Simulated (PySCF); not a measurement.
**Tl²⁺: excitation energy**

Tl²⁺ [Xe] 4f14 5d10 6s1 (2S) → Tl²⁺ [Xe] 4f14 5d9 6s2 (2D), as a difference of total energies. Computed with PySCF 2.14 in aug-cc-pwCVDZ-PP with ECP60MDF (6s5p4d1f, 48 functions), with scalar relativity through the core potential. Correlated levels: valence and next inner shell: nothing frozen outside the core potential. The calculations carry no spin-orbit coupling.

```csv
method,excitation energy (cm⁻¹)
UHF,78198
LDA,69668
PBE,71076
PBE0,73662
r2SCAN,73620
PBEsol,70894
r2SCANh,74142
MN15,68818
MP2 (valence and next inner shell),72922
SCS-MP2 (valence and next inner shell),72453
```
